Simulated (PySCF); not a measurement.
SiHClBr2, SMILES [SiH](Cl)(Br)Br.

The structure is a stationary point at PBE0-D3(BJ)/def2-SVP.

Two levels are set side by side: TDDFT-PBE/def2-SVPD (PySCF) and TDDFT-CAM-B3LYP/def2-SVPD (PySCF). Vertical, same geometry. The lowest singlet is HOMO→LUMO 97 % with PBE and HOMO→LUMO 92 % with the other functional; states are paired by order. Differences are taken from unrounded values.

```
quantity                              TDDFT-PBE
------------------------------------  ---------
lowest singlet excitation (eV)             5.63
lowest triplet excitation (TDA) (eV)       5.31
```

### Question
These are the TDDFT-PBE values. What does TDDFT-CAM-B3LYP give? (The exact figures need the calculation; the answer reports its results.)

### Answer

```json
[
 {"quantity": "lowest singlet excitation (eV)", "TDDFT-CAM-B3LYP": "6.47", "TDDFT-PBE minus TDDFT-CAM-B3LYP": "-0.84"},
 {"quantity": "lowest triplet excitation (TDA) (eV)", "TDDFT-CAM-B3LYP": "6.00", "TDDFT-PBE minus TDDFT-CAM-B3LYP": "-0.70"}
]
```

Functionals without exact exchange tend to place singlet excitations lower, as here. Differences between two approximate levels are no errors against the true value.

Rough cost on one machine, each run with all the roots and properties that it gave: TDDFT-CAM-B3LYP against TDDFT-PBE about 10 times.
